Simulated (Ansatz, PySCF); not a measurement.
System: germanium monoxide triplet, GeO (charge 0, triplet). This is an excited triplet: at this geometry the singlet lies 2.74 eV lower at CCSD(T)/CBS(aug-cc-pVTZ,aug-cc-pVQZ). 
Coordinates optimised at B3LYP-D3(BJ)/def2-TZVP (Ansatz, a first-principles code):
```
O
Ge 1 1.8674
```
Charge 0, spin multiplicity 3.

Dipole moments at this geometry, in debye (magnitudes).

| level | program | dipole (D) |
|---|---|---|
| SVWN5/def2-TZVPD | Ansatz | 1.39 |
| TPSS/def2-TZVPD | PySCF | 1.36 |
| M06-L/def2-TZVPD | PySCF | 1.40 |
| r2SCAN/def2-TZVPD | Ansatz | 1.37 |
| B3LYP/def2-TZVPD | Ansatz | [?] |
| BHLYP/def2-TZVPD | Ansatz | 1.82 |
| r2SCANh/def2-TZVPD | Ansatz | 1.45 |
| r2SCAN0/def2-TZVPD | Ansatz | 1.57 |
| M06-2X/def2-TZVPD | PySCF | 3.44 |
| CAM-B3LYP/def2-TZVPD | Ansatz | 1.72 |
| LC-wPBE/def2-TZVPD | Ansatz | 1.68 |
| wB97X-V/def2-TZVPD | Ansatz | 1.65 |
| CCSD(T)/aug-cc-pVDZ | Ansatz | [?] |

Question: Fill in the missing entries.

Answer: 
- B3LYP/def2-TZVPD, dipole (D): 1.61
- CCSD(T)/aug-cc-pVDZ, dipole (D): 1.55
